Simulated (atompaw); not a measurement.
**platinum: PAW (atompaw) pseudisation with PBEsol, scalar-relativistic reference atom.**

- Element: platinum
- Generator: atompaw 4.2.0.5
- Type: PAW
- Functional: PBEsol
- Relativity: scalar-relativistic
- Frozen core: [Kr] 4d10 4f14
- Valence charge: 18
- Reference configuration: 5s2 5p6 5d7 6s0 6p0 (charge +3)
- Partial waves: 5s (bound): rc 1.15 bohr; 6s (bound, empty): rc 1.64 bohr; 5p (bound): rc 1.80 bohr; 6p (bound, empty): rc 1.90 bohr; 5d (bound): rc 1.95 bohr; 5d channel at -1.6 Ry: rc 1.95 bohr
- Local potential: troulliermartins scheme with l = 3 at 0 Ry, radius 1.30 bohr
- Core correction: smooth core density matched at 1.15 bohr
- Augmentation charge: sinc compensation charge, radius 1.55 bohr; PAW radius 1.95 bohr; waves and projectors: custom polynom vanderbiltortho

- Cutoffs needed: 90 Ry and 90 Ry (the cutoffs (Ry, on a coarse ladder) from which the occupation-weighted sum of valence levels, in a spherical-Bessel basis at the reference potential, stays within 10 and 1 mRy of its value at 400 Ry)
- Ghost test: ghost state, extra bound levels that the all-electron valence spectrum of the same l lacks: s at -213.1 eV; a true bound ghost makes a file unfit for plane-wave use (spherical-Bessel basis up to 400 Ry, 20 bohr box)
- Lowest eigenvalue of the overlap operator: 0.17 (s channel)
- Overlap eigenvalues printed by atompaw (projector basis): 0.00436, 0.517, 2.12, 18.1, 1.24e+03, 1.43e+05
- Share of each valence orbital outside the PAW sphere: 5s 1 %, 6s 69 %, 5p 2 %, 6p 86 %, 5d 18 %
